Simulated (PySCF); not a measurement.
Problem. Write Cartesian coordinates for SnHMe2Ph (`[H][Sn]([CH3])([CH3])[c]1ccccc1`) as optimised with PBE0-D3(BJ)/def2-SVP.

Solution. 
```
atom  x, y, z in Å
Sn1    0.727    1.242    0.891
H2     0.703    1.198    2.613
C3     2.750    1.214    0.158
H4     3.305    2.088    0.528
H5     2.747    1.238   -0.941
H6     3.262    0.299    0.489
C7    -0.265    3.008    0.164
H8     0.274    3.911    0.485
H9    -1.295    3.051    0.546
H10   -0.298    2.988   -0.935
C11   -0.310   -0.505    0.190
C12   -0.882   -1.418    1.085
C13   -1.553   -2.551    0.623
C14   -1.663   -2.788   -0.746
C15   -1.098   -1.889   -1.651
C16   -0.428   -0.758   -1.184
H17   -0.806   -1.250    2.164
H18   -1.993   -3.253    1.336
H19   -2.188   -3.675   -1.110
H20   -1.181   -2.069   -2.726
H21    0.007   -0.067   -1.913
```

Any rigid rotation of these coordinates is as good. Atoms count from 1 in this order. Sn1 (tin bonded to 3 C and H) is tetrahedral (angles from 107.4° to 110.7°). All 3 C–Sn bonds measure 2.149 to 2.152 Å.

Bonds between heavy atoms (Å): Sn1–C3 2.152, Sn1–C7 2.152, Sn1–C11 2.149, C11–C12 1.401, C11–C16 1.402, C12–C13 1.396, C13–C14 1.394, C14–C15 1.394, C15–C16 1.395.

Theory: PBE0-D3(BJ)/def2-SVP geometry optimisation, gas phase, def2 core potentials past Kr in PySCF 2.14.0.

Point group: near Cs, missed by 0.09 Å at most; the miss may be what the optimiser left on a soft mode. No PBE0-D3(BJ)/def2-SVP frequencies stand behind this structure, so it isn't proved a minimum. One conformer, not necessarily the lowest (C3–Sn1–C11–C12 121°, Sn1–C11–C12–C13 180°, Sn1–C11–C16–C15 180°, C11–C12–C13–C14 0°, C12–C13–C14–C15 0°).

Hardware: an Arm Neoverse V1 with one thread (shared host). Cost: 4.0 min, 0.90 GiB resident at most. These figures are those of the optimisation.
